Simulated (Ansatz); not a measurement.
Program: Ansatz. Geometries: PBE0-D4/def2-TZVP. ΔE: electronic, gas phase. CCSD(T)/CBS is the MP2 limit (def2-TZVPP, def2-QZVPP) plus CCSD(T) − MP2 in def2-TZVPP, frozen cores. This one scheme is used for every species. Functionals use def2-TZVPP. B3LYP here is the variant with VWN-RPA as its local correlation; programs differ in this. Each species was taken in one conformer, which may not be the lowest.

Consider the cleavage of the B–B bond: `C=CBB(C)F` + H–F → `CB(F)F` + `BC=C`.

`C=CBB(C)F`:

Cartesian coordinates in Å:
```
C 1.941 -1.596 1.142
C 1.403 -0.530 0.535
B 0.079 -0.650 -0.246
B -0.703 0.617 -1.045
C -1.809 1.524 -0.405
F -0.409 0.859 -2.332
H 2.882 -1.552 1.687
H 1.446 -2.562 1.105
H 1.946 0.411 0.606
H -0.433 -1.740 -0.233
H -1.741 2.556 -0.763
H -2.784 1.142 -0.737
H -1.819 1.519 0.686
```

H–F:

```xyz
2

F    -0.141    0.094   -0.428
H     0.141   -0.094    0.428
```

`CB(F)F`:

```xyz
7

C    -0.139   -0.600    0.333
B     0.162    0.748   -0.381
F     0.437    1.862    0.278
F     0.167    0.844   -1.701
H    -0.201   -0.500    1.416
H    -1.071   -1.031   -0.042
H     0.647   -1.324    0.096
```

`BC=C`:

```xyz
8

B    -0.442   -0.892    0.812
C     0.551   -0.061   -0.012
C     0.118    0.927   -0.804
H    -1.610   -0.638    0.732
H    -0.084   -1.782    1.528
H     1.623   -0.249    0.023
H    -0.942    1.155   -0.874
H     0.785    1.541   -1.404
```

| level | ΔE (kJ/mol) | difference from CCSD(T)/CBS |
| --- | --- | --- |
| PBE-D4 | -174.2 | 8.6 |
| r2SCAN-D4 | -190.8 | -8.0 |
| PBE0-D4 | -179.4 | 3.4 |
| B3LYP-D4 | -188.5 | -5.7 |
| ωB97X-V | -187.8 | -5.0 |
| ωB97M-V | -192.0 | -9.2 |
| B2PLYP | -194.4 | -11.6 |
| PBE | -178.1 | 4.7 |
| r2SCAN | -192.3 | -9.5 |
| PBE0 | -183.1 | -0.3 |
| B3LYP | -194.5 | -11.7 |
| HF/def2-TZVPP | -214.3 | -31.5 |
| MP2/def2-TZVPP | -189.5 | -6.7 |
| SCS-MP2/def2-TZVPP | -192.9 | -10.1 |
| CCSD/def2-TZVPP | -190.4 | -7.6 |
| CCSD(T)/def2-TZVPP | -187.7 | -4.9 |
| HF/def2-QZVPP | -214.6 | -31.8 |
| MP2/def2-QZVPP | -186.8 | -4.0 |
| SCS-MP2/def2-QZVPP | -190.4 | -7.6 |
| HF/CBS(def2) | -214.7 | -31.9 |
| MP2/CBS(def2) | -184.6 | -1.8 |
| CCSD/CBS(def2) | -185.5 | -2.7 |
| CCSD(T)/CBS | -182.8 | 0 |

Largest T1 diagnostic among the species: 0.012.

In def2-TZVPP, CCSD(T) changes the Hartree–Fock value by +26.6 kJ/mol (the triples alone add +2.7 kJ/mol) and MP2 by +24.7 kJ/mol. The D4 term adds +6.0 kJ/mol with B3LYP and +3.7 kJ/mol with PBE0; it sums over pairs of atoms, weighted by their polarisabilities, and B3LYP, whose exchange is more repulsive, gets the larger term. From PBE to PBE0 (25 % exact exchange), in def2-TZVPP and without D4, ΔE moves by −5.0 kJ/mol.
